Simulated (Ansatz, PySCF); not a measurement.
Gas-phase reaction (SMILES): C=CC[Si](F)(F)CC=C [difluoro-bis(prop-2-enyl)silane] + 4 C (CH4) + 3 [SiH4] (SiH4) -> 2 C=C (C2H4) + 2 CC (C2H6) [ethane] + 2 C[SiH3] [methylsilane] + 2 F[SiH3] [fluorosilane]; bond separation energy.

Geometries: B3LYP-D3(BJ)/def2-TZVP minima from Ansatz (a program for electronic structure), one conformer each, not searched for the lowest. Cores are frozen in the correlated levels unless marked. No spin-orbit coupling. No relativistic terms. CBS(X,Y): correlation extrapolated as X^-3; Hartree-Fock from the larger set. [CCSD(T)-MP2]/basis is that difference in the basis named. Thermal terms are rigid-rotor harmonic-oscillator values from B3LYP-D3(BJ) frequencies (Ansatz or PySCF) at 298.15 K and 1 atm. 1 Eh = 627.5095 kcal/mol.

| species | E, RI-MP2/CBS(cc-pV(T+d)Z,cc-pV(Q+d)Z)+[CCSD(T)-MP2]/cc-pV(T+d)Z (Ansatz) (Eh) | E, wB97M-V/def2-TZVPD (Ansatz) (Eh) | H - E (Eh) |
|---|---|---|---|
| C=CC[Si](F)(F)CC=C | -723.11529 | -723.95944 | 0.15975 |
| C (CH4) | -40.46125 | -40.49098 | 0.04840 |
| C=C (C2H4) | -78.47961 | -78.56640 | 0.05494 |
| CC (C2H6) | -79.71807 | -79.79204 | 0.07887 |
| C[SiH3] | -330.73641 | -331.16515 | 0.06602 |
| F[SiH3] | -390.71877 | -391.18682 | 0.03157 |
| [SiH4] (SiH4) | -291.46100 | -291.84546 | 0.03520 |

Q: Work out ΔE and ΔH at 298.15 K at the first level, then ΔH at the second.

A: 
1. ΔE = [2×(-78.47961) + 2×(-79.71807) + 2×(-330.73641) + 2×(-390.71877)] - [(-723.11529) + 4×(-40.46125) + 3×(-291.46100)] = 0.03757 Eh = 23.6 kcal/mol at RI-MP2/CBS(cc-pV(T+d)Z,cc-pV(Q+d)Z)+[CCSD(T)-MP2]/cc-pV(T+d)Z.
2. The terms H - E add up to 0.00385 Eh, so ΔH = (0.03757 + (0.00385))×627.5095 = 26.0 kcal/mol.
3. At wB97M-V/def2-TZVPD the same steps give ΔE = 24.4 and ΔH = 26.8 kcal/mol, a shift of +0.8 from the first level.
4. These values are not checked against measurement here, since the tables used lack a sound gas-phase enthalpy of formation for at least one species.
